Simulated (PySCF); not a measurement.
Atom-mapped SMILES (the numbers label the heavy atoms): `[CH2:1]=[CH:2][P@@:3]1(=[N:4][SiH3:5])[CH2:6][C@H:7]1[CH3:8]`. Each H is labelled by its parent atom. Ha(C6) is cis to C8 on the ring; Ha(C1) is cis to P3; Hb(C6) is trans to C8 on the ring; Hb(C1) is trans to P3.

PySCF calculation with GFN2-xTB structure and shielding tensors at PBE0/pcSseg-1 (GIAO); fast rotation and ring inversion assumed for equivalent nuclei, one conformer, no relativistic terms, no solvent.

δ = σ(ref) − σ, references computed at the same level: 13C (186.93 ppm) and 1H (31.72 ppm) and 29Si (349.16 ppm) vs TMS; 31P (318.38 ppm) vs H3PO4; NH3 for 15N (267.73 ppm).

```tsv
atoms	nucleus	count	Hirshfeld charge	δ (ppm)
Hb(C6)	1H	1	0.05	?
Ha(C6)	1H	1	0.05	0.66
C1	13C	1	-0.07	147.6
H(C2)	1H	1	0.05	5.93
C6	13C	1	-0.13	25.9
C7	13C	1	-0.07	25.2
H(C8)	1H	3	0.04	1.26
Hb(C1)	1H	1	0.06	6.96
C2	13C	1	-0.09	138.7
P3	31P	1	0.38	?
H(Si5)	1H	3	-0.09	4.96
C8	13C	1	-0.12	18.0
H(C7)	1H	1	0.06	1.93
N4	15N	1	-0.39	?
Ha(C1)	1H	1	0.05	?
Si5	29Si	1	0.30	?
```

Task: Estimate the values marked ?.

Result: 
- Ha(C1): 6.84 ppm, hydrogen on a terminal =CH2 carbon; olefinic region
- Hb(C6): 2.18 ppm, hydrogen on a three-membered-ring carbon
- P3: -98.5 ppm, phosphorus bonded to 3 C, N, in a 3-membered ring
- N4: 4.7 ppm, nitrogen bonded to P, Si
- Si5: -62.1 ppm, silicon bonded to N, 3 H

Shifts are as computed. Against solution values, carbons near 30 ppm lie about +3 ppm off and those near 130 ppm about +5 ppm. Of 1211 compounds with measured shifts, 218 miss one by over three times the rms of a fit or turn the order of signals round; such compounds aren't used in these exercises. Experimental scales use liquid or dissolved standards, which lie at an offset from isolated NH3 (liquid NH3: subtract about 20 ppm) and H3PO4.
